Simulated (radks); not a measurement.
Values are calculated unless marked as measured or tabulated.
Ionisation of the platinum ion Pt+, [Xe] 4f14 5d9, to [Xe] 4f14 5d8 as the strength of local exchange is varied. Code: a radial shooting solver on a logarithmic mesh with Libxc functionals. Model: scalar-relativistic Kohn-Sham, Slater X-alpha exchange (alpha = 2/3 is LDA exchange), no correlation, spin-unpolarised, spherical densities, finite nucleus; Fermi nuclear charge, rms radius 5.427 fm.

| alpha | E(Pt+) (hartree) | exchange (hartree) | IE (eV) | -e of the level emptied (eV) | <r> of it (bohr) |
|---|---|---|---|---|---|
| 0.648 | -18381.5277 | -325.9173 | 18.553 | 12.991 (5d) | 1.668 |
| 0.667 | -18391.1390 | -335.6617 | 18.844 | 13.248 (5d) | 1.661 |
| 0.764 | -18440.2912 | -385.5762 | 20.372 | 14.608 (5d) | 1.624 |
| 0.798 | -18457.5530 | -403.1378 | 20.924 | 15.103 (5d) | 1.612 |
| 0.85 | -18483.9869 | -430.0629 | 21.787 | 15.878 (5d) | 1.593 |
| 0.885 | -18501.8016 | -448.2305 | 22.379 | 16.412 (5d) | 1.581 |
| 1.048 | -18585.0079 | -533.3156 | 25.260 | 19.033 (5d) | 1.529 |

NIST Atomic Spectra Database: 18.6 +/- 0.12 eV (measured). The Delta-SCF value meets it near alpha = 0.65. Spin polarisation and multiplet splitting are left out, so open shells lie too high by an amount that depends on their filling. Spin-orbit splitting is averaged out at the scalar-relativistic level.

Beside tabulated values, note that spin-unpolarised runs miss the spin-polarisation part of the exchange energy of open shells.
